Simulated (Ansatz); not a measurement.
Job for Ansatz (a quantum-chemistry and plane-wave program): R-wB97X-V/def2-TZVPPD on C3H10O2 (a complex), monomers drawn apart or pushed together. Files ending in .json are basis or fitting sets from the Basis Set Exchange.

Ansatz 0.2 input:
```yaml
crystal:
  periodic: [false, false, false]
  atoms:
    - {symbol: C, position_ang: [0.13632074, -0.07180237, -0.24360279]}
    - {symbol: O, position_ang: [0.37616137, 0.91958617, 0.73599155]}
    - {symbol: H, position_ang: [0.78906321, -0.94520369, -0.12156709]}
    - {symbol: H, position_ang: [0.34250758, 0.37162305, -1.21820739]}
    - {symbol: H, position_ang: [-0.90467890, -0.41821696, -0.23988016]}
    - {symbol: H, position_ang: [0.20181930, 0.53538961, 1.61094881]}
    - {symbol: C, position_ang: [-1.06768566, 0.54399833, 3.84270642]}
    - {symbol: O, position_ang: [-0.03814893, -0.12803361, 3.13914807]}
    - {symbol: C, position_ang: [1.19086602, -0.14653776, 3.84379043]}
    - {symbol: H, position_ang: [-0.79580058, 1.58727706, 4.03977770]}
    - {symbol: H, position_ang: [-1.27888259, 0.04519734, 4.79533395]}
    - {symbol: H, position_ang: [-1.95759426, 0.51756231, 3.21696952]}
    - {symbol: H, position_ang: [1.54780653, 0.87047324, 4.04213469]}
    - {symbol: H, position_ang: [1.91479519, -0.66397368, 3.21748887]}
    - {symbol: H, position_ang: [1.08660669, -0.67963794, 4.79548609]}
basis:
  gaussian:
    orbitals: def2-TZVPPD.json
hamiltonian:
  xc: {name: wB97X-V}
scf: {lower_state_search: off}
```

It printed:

```
WARN ansatz: RAYON_NUM_THREADS=1 ignored (pool sized by the plan → 1); use --threads N
Functional definition: wB97X-V
these checks for a lower state are left out or cut short: stability, starts, cluster_reference, orbital_swaps, neighbouring_geometries, increment
integrals: 0.44 GiB planned
1480 factors; their error is unknown
integrals: 0.48 GiB planned
505 factors; integrals over basis functions are off by at most 2.0e-5 eV
mean field: 1.88 GiB planned
mean field evaluation 1: about -7363.4253 eV, gradient 5.2e1 eV
mean field evaluation 2: about -7364.7421 eV, gradient 4.7e1 eV
mean field evaluation 4: about -7368.3432 eV, gradient 1.8e0 eV
mean field evaluation 8: about -7368.3592 eV, gradient 9.4e-2 eV
mean field evaluation 16: about -7368.3237 eV, gradient 8.2e-5 eV
mean field -7368.32371103 eV, -270.7809019512 hartree, gradient 8.9e-6 eV, S^2 0.000000; 0 other end points of the search recorded, 0 dependent functions left out
reference -7368.32370841 eV, -270.7809018549 hartree; 22, 22 occupied and 339, 339 virtual orbitals, 1480 factors
Total energy: -7368.32370841 eV, -270.7809018549 hartree
Checks for a lower state left out: stability, starts, cluster_reference, orbital_swaps, neighbouring_geometries, increment
```

The run converged.

Cost: about 11 core-seconds (a rough figure).
